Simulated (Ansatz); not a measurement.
`C[O][In][F]` radical, relaxed with UKS PBE0-D4/def2-TZVP in Ansatz from a GFN2-xTB geometry. The force threshold is 0.005 eV/Å; the program also tests the step.

The species carries charge 0 and has multiplicity 2. In takes the def2 core potential.

Start:

```xyz
7

C     0.472   -0.627    0.414
O    -0.231   -0.869   -0.724
In   -1.370    0.794   -1.657
F    -0.874    2.302   -0.267
H     0.356    0.425    0.733
H     0.100   -1.241    1.246
H     1.548   -0.783    0.255
```

```tsv
step	energy (eV)	largest force (eV/Å)	largest move (Å)
1	-11020.0470	1.528	0.000
2	-11020.2832	1.231	0.137
3 (rejected)	-11019.8192	5.734	0.196
4	-11020.3790	0.326	0.095
5	-11020.3911	0.181	0.097
6	-11020.3938	0.053	0.049
7 (rejected)	-11020.3936	0.103	0.019
8	-11020.3940	0.008	0.009
9	-11020.3941	0.004	0.009
```

End:

```xyz
7

C     0.478   -0.617    0.427
O    -0.271   -0.809   -0.754
In   -1.260    0.768   -1.514
F    -1.016    2.396   -0.426
H     0.428    0.404    0.824
H     0.110   -1.294    1.207
H     1.532   -0.848    0.235
```

Run time 60 s (4 threads of a server CPU on a shared host); peak host memory 0.49 GiB.
